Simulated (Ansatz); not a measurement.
Program: Ansatz. Geometries: PBE0-D4/def2-TZVP. ΔE: electronic, gas phase. CCSD(T)/CBS is the MP2 limit (def2-TZVPP, def2-QZVPP) plus CCSD(T) − MP2 in def2-TZVPP, frozen cores. Functionals use def2-TZVPP. HSE06 is defined as in plane-wave codes. One conformer a species, not always the lowest.

Consider the substitution at a C–O bond: `BC(=O)OC` + `C[SiH](S)S` → `CS[SiH](C)S` + `BC(=O)O`.

| level | ΔE (kJ/mol) | difference from CCSD(T)/CBS |
| --- | --- | --- |
| LDA (SPW92) | -29.3 | 2.3 |
| PBE-D4 | -34.1 | -2.5 |
| r2SCAN0-D4 | -31.3 | 0.3 |
| BHLYP-D4 | -28.3 | 3.3 |
| PBE-QIDH | -32.4 | -0.8 |
| r2SCAN | -28.6 | 3.0 |
| HSE06 | -31.2 | 0.4 |
| CCSD/def2-TZVPP | -26.2 | 5.4 |
| HF/def2-QZVPP | -18.1 | 13.5 |
| HF/CBS(def2) | -18.1 | 13.5 |
| CCSD(T)/CBS | -31.6 | 0 |

Largest T1 diagnostic among the species: 0.019.

Leaving LDA and LC-ωPBE aside and taking each functional with its dispersion term where it has one, the values, not all of them listed here, spread over 10.1 kJ/mol, from revPBE-D4 to CAM-B3LYP-D4. At CCSD(T), def2-SVP lies +13.0 kJ/mol from the extrapolated value and def2-TZVPP +4.1 kJ/mol.
